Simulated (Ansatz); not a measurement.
Consider the substitution at a C–O bond: `OBOCO` + `C[SeH]` → `C[Se]CO` + `OBO`.

Computed with Ansatz on PBE0-D4/def2-TZVP structures; ΔE is electronic, products minus reactants. CCSD(T)/CBS adds triple-zeta CCSD(T) − MP2 to the extrapolated MP2 energy (def2 sets, frozen cores). This one scheme is used for every species. Functionals use def2-TZVPP. B3LYP here is the variant with VWN-RPA as its local correlation; programs differ in this. For Se outer-core shells are correlated without core-valence functions, which leaves a few kJ/mol of doubt a bond. Scalar relativity is left out up to krypton. Each species was taken in one conformer, which may not be the lowest.

```csv
level,ΔE (kJ/mol)
r2SCAN-D4,-28.5
ωB97X-V,-22.2
PBE0,-26.6
B3LYP,-22.5
MP2/def2-TZVPP,-34.8
CCSD/def2-TZVPP,-23.6
MP2/def2-QZVPP,-37.1
SCS-MP2/def2-QZVPP,-30.9
```

Q: What does CCSD(T)/CBS give? (Estimate.)

A: Ansatz gave: -30.8 kJ/mol. The listed levels differ from it by 2.3, 8.6, 4.2, 8.3, -4.0, 7.2, -6.3, -0.1 kJ/mol.

Largest T1 diagnostic among the species: 0.013.

In def2-TZVPP, CCSD(T) changes the Hartree–Fock value by −19.2 kJ/mol (the triples alone add −2.9 kJ/mol) and MP2 by −27.4 kJ/mol. From PBE to PBE0 (25 % exact exchange), in def2-TZVPP and without D4, ΔE moves by +3.9 kJ/mol.
